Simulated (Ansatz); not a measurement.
Correlation energies of C6H16N2, SMILES `CCNCCNCC` by basis set

```xyz
24

C    -2.032    0.744   -3.202
C    -1.348    0.797   -1.852
N    -1.842   -0.253   -0.986
C    -1.353   -0.238    0.374
C     0.137   -0.498    0.566
N     0.466   -0.493    1.975
C     1.836   -0.843    2.295
C     2.916    0.094    1.766
H    -3.115    0.822   -3.087
H    -1.687    1.554   -3.848
H    -1.816   -0.200   -3.713
H    -0.255    0.773   -2.000
H    -1.569    1.754   -1.365
H    -1.684   -1.160   -1.410
H    -1.906   -0.980    0.957
H    -1.603    0.740    0.806
H     0.719    0.225   -0.027
H     0.378   -1.493    0.168
H     0.237    0.408    2.377
H     1.915   -0.908    3.385
H     2.014   -1.856    1.917
H     3.906   -0.236    2.091
H     2.922    0.133    0.675
H     2.765    1.112    2.139
```

The species carries charge 0 and has multiplicity 1. The geometry is a stationary point of PBE0-D4/def2-TZVP. It is one conformer, not always the lowest. Frozen core, restricted reference, Ansatz 0.2.0. CBS rows extrapolate triple and quadruple zeta; past MP2 they add the triple-zeta difference.

```json
{"basis": "def2-SVP", "HF (Eh)": "?", "MP2 corr.": "-1.20322", "CCSD corr.": "-1.30388", "(T)": "-0.03827", "CCSD(T) total": "?"}
{"basis": "def2-TZVPP", "HF (Eh)": "?", "MP2 corr.": "?", "CCSD corr.": "-1.55836", "(T)": "-0.06153", "CCSD(T) total": "?"}
{"basis": "def2-QZVPP", "HF (Eh)": "-345.54923", "MP2 corr.": "-1.57451", "CCSD corr.": "–", "(T)": "–", "CCSD(T) total": "–"}
{"basis": "CBS(def2)", "HF (Eh)": "-345.55154", "MP2 corr.": "?", "CCSD corr.": "-1.72472", "(T)": "as TZ", "CCSD(T) total": "?"}
```

Problem. Fill in the withheld values. (Estimate.)

Solution. Ansatz gave: def2-SVP HF (Eh): -345.15074; def2-SVP CCSD(T) total: -346.49289; def2-TZVPP HF (Eh): -345.53245; def2-TZVPP MP2 corr.: -1.47895; def2-TZVPP CCSD(T) total: -347.15234; CBS(def2) MP2 corr.: -1.64530; CBS(def2) CCSD(T) total: -347.33779.
